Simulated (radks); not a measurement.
Question: The mean radii <r> (bohr) of the occupied orbitals of an atom or ion are listed with their occupations. Method: scalar-relativistic Kohn-Sham, BLYP, spin-polarised, spherical densities, finite nucleus; Fermi nuclear charge, rms radius of each element as measured or else 0.836 A^(1/3) + 0.57 fm; computed with a radial shooting solver on a logarithmic mesh with Libxc functionals.

orbital  occ.      <r>
1s up       1  0.03917
1s down     1  0.03916
2s up       1   0.1720
2s down     1   0.1717
2p up       3   0.1499
2p down     3   0.1496
3s up       1   0.4585
3s down     1   0.4604
3p up       3   0.4540
3p down     3   0.4565
3d up       4   0.4210

Name the element and its charge. Open shells, if any, are filled with parallel spins first.

Answer: Z = 38, strontium, charge +16: Sr16+ in [Ar] 3d4. The 1s radius gives Z: for a bare nucleus <r> = (2 gamma + 1)/(2Z) with gamma = sqrt(1 - (Z/c)^2), 0.03844 bohr for Z = 38, and screening makes it slightly larger (0.03917 here). The occupations add up to 22, and the charge is Z minus that.
